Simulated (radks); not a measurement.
Species: Ba I. Configuration: [Xe] 6s2. Calculated with a radial shooting solver on a logarithmic mesh with Libxc functionals: scalar-relativistic Kohn-Sham, LDA (Slater exchange, VWN5 correlation), spin-polarised, spherical densities, finite nucleus; Fermi nuclear charge, rms radius 4.8378 fm.

Unscreened Slater integrals over Kohn-Sham orbitals (eV). They are taken over the spin-up orbitals.

integral,value
"F0(6s,6s)",5.1978
"F0(6s,5p)",6.4983
"G1(6s,5p)",0.48052
"F0(6s,5s)",6.5967
"G0(6s,5s)",0.25459
"F0(6s,4d)",6.8821
"G2(6s,4d)",0.16492
"F0(5p,5p)",12.763
"F2(5p,5p)",6.8456
"F0(5p,5s)",13.712
"G1(5p,5s)",9.1085
"F0(5p,4d)",16.009
"F2(5p,4d)",4.5225
"G1(5p,4d)",1.3188
"G3(5p,4d)",1.2663
"F0(5s,5s)",14.968
"F0(5s,4d)",18.306
"G2(5s,4d)",2.1013
"F0(4d,4d)",30.616
"F2(4d,4d)",15.551
"F4(4d,4d)",10.374
